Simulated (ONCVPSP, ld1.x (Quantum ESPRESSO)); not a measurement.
## Potentials for Ta compared

Generated with ld1.x 7.5 (TM, RRKJ, ultrasoft, PAW), atompaw 4.2 or ONCVPSP 4.0.1. The cutoff is in Ry: for ld1.x and atompaw files where the sum of valence levels is converged to 10 mRy in a Bessel basis, for ONCV files where the hardest occupied wave has 1 mHa per electron of residual kinetic energy. The error is the largest all-electron minus pseudo excitation energy over each file’s own four to seven test configurations (ionisations up to +4, promotions, holes and added fractions of an electron), all of which were solved. The labels leave out finer settings (local radius, basis sizes, second energies), which also bear on the numbers. Spin-polarised tests are not counted. The rows are a selection from randomly drawn settings: files with unsolved tests, undetermined cutoffs or missed reference levels are left out.

A true bound ghost makes a file unfit for plane-wave use even where its test errors are small: the radial tests pick states by their node count and pass the ghost by.

| potential | cutoff (Ry) | largest error (meV) | bound ghosts |
| --- | --- | --- | --- |
| ONCV, LDA (Perdew-Wang 92), scalar-relativistic, rc 1.90/1.80/2.75 (spd), local smoothed, core correction yes, reference 5s2 5p6 5d3 6s2, qcut 5.2/9.1/6.2, projectors 2/1/2 | 48 | -48 | none |
| TM semilocal, PBE, scalar-relativistic, rc 2.30/2.42/2.10 (spd), local d, core correction yes, reference 5p6 5d4 6s1 6p0 | 30 | +183 | none |
| ONCV, PBE, scalar-relativistic, rc 1.75/2.35/2.70/2.95 (spdf), local smoothed, core correction yes, reference 5s2 5p6 5d3 6s1 6p1, qcut 6.7/5.6/5.9/4.4, projectors 3/2/2/2 | 38 | -25 | none |

Q: Fill in the row for Ta: ONCV, LDA (Perdew-Wang 92), scalar-relativistic, rc 1.70/1.35/2.65/0.90 (spdf), local smoothed, core correction no, reference 4f14 5s2 5p6 5d3, qcut 8.5/6.5/5/18.4, projectors 2/2/2/2.

A: cutoff 305 Ry, largest error +18 meV, bound ghosts: s, p, d.

Q: Fill in the row for Ta: ONCV, PBE, scalar-relativistic, rc 2.10/2.05/2.50 (spd), local smoothed, core correction yes, reference 5s2 5p6 5d3 6s2, qcut 6.6/8.4/6.1, projectors 2/2/2.

A: cutoff 25 Ry, largest error -2.4 meV, bound ghosts: none.
